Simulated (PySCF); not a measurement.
Vertical excitations of a molecule C2H7ClOSi2 from TDA-ωB97X/def2-SVPD (PySCF), as energy in eV (oscillator strength): 5.83 (0.001), 7.29 (0.435), 7.71 (0.006), 7.89 (0.021), 7.90 (0.008), 8.11 (0.013), 8.32 (0.040), 8.54 (0.020), 8.57 (0.039), 8.64 (0.014). Lowest triplet (TDA): 4.15 eV. Geometry optimised at PBE0-D3(BJ)/def2-SVP. One conformer was computed; it need not be the lowest.

### Question
Pick the molecule that these values belong to.
A) C=C([SiH3])[Si@H](O)Cl
B) C=CO[Si@H]([SiH3])Cl
C) C[C@@H]1[SiH2]O[Si@H]1Cl
D) CC(=O)[SiH2][SiH2]Cl

### Answer
A, C=C([SiH3])[Si@H](O)Cl
